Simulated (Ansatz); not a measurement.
This geometry of ClH$_{6}$NOSiZn (11 atoms, charge 0, multiplicity 1) is a first-order saddle point.

Theory: RKS B3LYP/def2-SVP in Ansatz.

```xyz
11
Properties=species:S:1:pos:R:3
Zn 0.394 -0.064 -0.166
O -0.064 -0.086 1.761
H -0.750 0.428 2.207
Cl -0.522 -0.501 -2.045
N 2.049 0.566 0.831
H 2.787 -0.138 0.906
Si 2.678 2.200 0.662
H 3.440 2.395 -0.608
H 1.496 3.111 0.654
H 3.573 2.576 1.798
H 1.069 0.353 1.692
```

Which two structures does it join? (They come from a converged band through this point; their orientation in space is the band's.)

Bonds broken: N5–H11. Bonds formed: O2–H11.

First end point:

```xyz
11
Properties=species:S:1:pos:R:3
Zn 0.158 0.023 0.274
O -0.485 -0.422 1.913
H -1.392 -0.748 1.946
Cl 0.142 0.372 -1.859
N 2.025 0.740 1.130
H 2.683 -0.043 1.153
Si 2.713 2.229 0.407
H 3.262 1.854 -0.917
H 1.602 3.209 0.302
H 3.794 2.794 1.264
H 1.648 0.831 2.080
```

Last end point:

```xyz
11
Properties=species:S:1:pos:R:3
Zn 0.628 0.009 -0.167
O -0.173 -0.281 1.825
H -0.994 0.090 2.177
Cl -0.780 -0.475 -1.701
N 2.173 0.672 0.699
H 2.887 -0.037 0.881
Si 2.825 2.267 0.488
H 3.726 2.455 -0.699
H 1.667 3.203 0.316
H 3.610 2.709 1.686
H 0.581 0.228 2.188
```

How far does it lie above each of them?

0.53 eV above the first and 0.27 eV above the second. This is the barrier of this one path; another mechanism may lie lower. The orbitals stay closed-shell, which can raise the energy where a bond breaks towards radicals; this wasn't checked here.

Run time: 8.2 min on 4 threads of Intel(R) Xeon(R) Platinum 8259CL CPU @ 2.50GHz (Skylake/Cascade Lake), with other jobs on the host, peak memory 0.41 GiB.
